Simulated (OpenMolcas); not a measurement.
**Pt III: effect of the IPEA shift**

```
Program             : OpenMolcas 26.06
Basis               : ANO-RCC-VTZP [8s7p5d3f1g]
Scalar Hamiltonian  : DKH2, point nucleus
Active space        : 8 electrons in 9 orbitals (RAS2 5d 6s; RAS3 6p, at most 2 electrons)
State averaging     : 2S+1 = 3 even, 90 roots; 2S+1 = 5 even, 15 roots kept (CI in the orbitals of an earlier block); 2S+1 = 1 even, 90 roots kept (CI in the orbitals of an earlier block, 68 in the spin-orbit step); 2S+1 = 3 odd, 87 roots (21 in the spin-orbit step); 2S+1 = 7 odd, 5 roots kept (CI in the orbitals of an earlier block, 0 in the spin-orbit step); 2S+1 = 5 odd, 30 roots kept (CI in the orbitals of an earlier block, 22 in the spin-orbit step); 2S+1 = 1 odd, 61 roots kept (CI in the orbitals of an earlier block, 0 in the spin-orbit step)
Spin-orbit coupling : state interaction with AMFI integrals over the reference wave functions, term energies averaged over their components
```

Methods on the same reference wave functions:
A. RASSCF
B. MS-RASPT2, IPEA 0 Eh, imaginary shift 0.1 Eh (closed shells correlated: 5s 5p)
C. MS-RASPT2, IPEA 0.25 Eh, imaginary shift 0.1 Eh (closed shells correlated: 5s 5p)

Energies in cm⁻¹ above 5d⁸ ³F₄, the measured ground level; measured values from NIST levels as listed in McCann et al., Mon. Not. R. Astron. Soc. 538, 537 (2025).

```tsv
Level	A	B	C	Measured
5d⁸ ³F₄	0.0	0.0	0.0	0.0
5d⁸ ³F₃	10365	10520	10520	9752
5d⁷ 6s ⁵F₅	15172	19170	19950	21837
5d⁸ ³P₀	18855	15180	15480	14939
5d⁸ ³P₁	19795	16780	17140	16782
5d⁷ 6s ⁵F₄ [71 %]	21028	25180	25940	
5d⁸ ¹G₄	25040	22160	22140	21331
5d⁷ 6s ⁵F₃	26009	29630	30460	
5d⁷ 6s ⁵F₂ [66 %]	28482	31490	32450	
5d⁷ 6s ⁵F₁ [60 %]	29453	32400	33420	
5d⁷ 6s ³F₄(1) [57 %]	31745	33820	34770	
5d⁷ 6s ⁵P₃ [73 %]	33401	34390	35410	
5d⁷ 6s ⁵P₂ [51 %]	33704	33820	35130	
5d⁷ 6s ⁵P₁ [54 %]	38167	38440	39690	
5d⁷ 6s ³G₅ [64 %]	38319	40050	41450	
5d⁷ 6s ³F₃(1) [59 %]	38541	40440	41500	
5d⁷ 6s ³H₆	45005	46090	47490	
5d⁷ 6s ³G₃	45985	47220	48740	
5d⁷ 6s ³H₅ [60 %]	48188	49040	50430	
5d⁷ 6s ³D₃(1) [58 %]	50289	51560	52870	
5d⁷ 6s ³P₁(1) [59 %]	51851	51640	53380	
5d⁷ 6s ³F₂(2) [73 %]	57988	55370	57170	
5d⁷ 6s ¹H₅ [64 %]	58766	59270	60650	
5d⁷ 6s ³F₃(2) [72 %]	58962	56240	57980
```

Deviations, from unrounded energies. A percentage is the sum of absolute deviations over the sum of measured energies, with the sign that they share, or ± where signs differ.

```json
{"Against measurement": "mean absolute deviation (cm-1)", "Levels": "5", "A": "3600", "B": "900", "C": "870"}
{"Against measurement": "fine structure of the ground term (%)", "Levels": "1", "A": "+6.3", "B": "+7.9", "C": "+7.9"}
{"Against measurement": "other terms of the ground configuration (%)", "Levels": "3", "A": "+20.1", "B": "±2.0", "C": "+3.2"}
{"Against measurement": "other configurations (%)", "Levels": "1", "A": "-30.5", "B": "-12.2", "C": "-8.6"}
```

B, C lie about equally close to measurement and A furthest from it. The largest miss of C in the table is 5d⁷ 6s ⁵F₅, by -1900 cm-1. The ranking rests on the paired levels alone, and a cruder setting can come out closer through cancelling errors.

Between B and C the level of the table that moves most is 5d⁷ 6s ³F₂(2) [73 %], by 1800 cm-1 (lowest in B, highest in C). Moves below CASPT2's spread within the term are not significant.

The mean deviations of B to C differ by less than CASPT2's widest spread within a term (1400 cm-1), so their order carries little weight.

From A to B the spin-free energies of the other terms of 5d⁸ shown, above ³F, scale by factors of 0.67 to 0.80.

The lowest spin-free term lies below A's lowest term by 0.455 hartree in B, 0.447 hartree in C.

CASPT2 breaks the degeneracy within a term, and the mean is taken; among the terms shown or strongly mixed into the levels shown the widest spread is 1400 cm-1 (5d⁸ ¹G, C). Some high roots are left out of the spin-orbit mixing, which shifts the levels that they would mix with. Terms from blocks run as CI alone lack orbitals of their own. A single d shell beside an s shell can misplace configurations of different d count against each other. Without dynamic correlation excited terms often stand tens of per cent too high (terms of higher spin than the ground term too low), and those without a measured partner can miss by more than the paired ones (holds for A). Blocks of more than 70 roots (2S+1 = 3 even) ran without multistate coupling (holds for B; C). The CASPT2 spread within a term exceeds the gap to the next term for 5d⁷ 6s ³P(1) and 5d⁷ 6s ³H, 5d⁷ 6s ¹H and 5d⁷ 6s ¹D(1), so the order of their levels is uncertain (holds for B). Computed and measured levels are paired by configuration, term and J; levels that our copy of the source lacks, or whose pairing is in doubt (as where it misses far off the trend of its configuration), stay unpaired and out of the deviations. Levels of configurations outside the active space are missing. Levels that lie high or do not pair safely by name in every column are left out.

A share in square brackets marks a mixed level and gives the weight of the term that names it, the lowest over the columns. A number in round brackets counts repeated terms of one configuration in the order of the reference energies.
